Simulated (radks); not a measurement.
Values are calculated unless marked as measured or tabulated.
Task: Au+, configuration [Xe] 4f14 5d9 6s1 (not the ground configuration). Level of theory: scalar-relativistic Kohn-Sham, r2SCAN, spin-unpolarised, spherical densities, finite nucleus; meta-GGA in the generalised Kohn-Sham scheme; Fermi nuclear charge, rms radius 5.4371 fm (a radial shooting solver on a logarithmic mesh with Libxc functionals). Some entries of the table are withheld. Estimate them.

orbital  occ.  eigenvalue (eV)  r(max) (bohr)  <r> (bohr)
1s          2        -80855.36        0.01042     0.01687
2s          2        -14304.55        0.06015         (1)
2p          6        -12367.54        0.04981         (2)
3s          2              (3)         0.1695      0.1837
3p          6        -2832.029         0.1689      0.1850
3d         10        -2227.397         0.1378      0.1677
4s          2        -752.9825         0.3827      0.4070
4p          6        -567.1241         0.4026      0.4332
4d         10        -342.6585            (4)      0.4582
5s          2        -122.3795         0.8489      0.9295
4f         14              (5)         0.3766      0.4985
5p          6         -73.1199         0.9522         (6)
5d          9         -17.9678          1.200       1.523
6s          1         -14.2640          2.196       2.554

Result: 
(1) 2s <r> (bohr): 0.07112
(2) 2p <r> (bohr): 0.06425
(3) 3s eigenvalue (eV): -3396.392
(4) 4d r(max) (bohr): 0.4103
(5) 4f eigenvalue (eV): -93.9496
(6) 5p <r> (bohr): 1.071
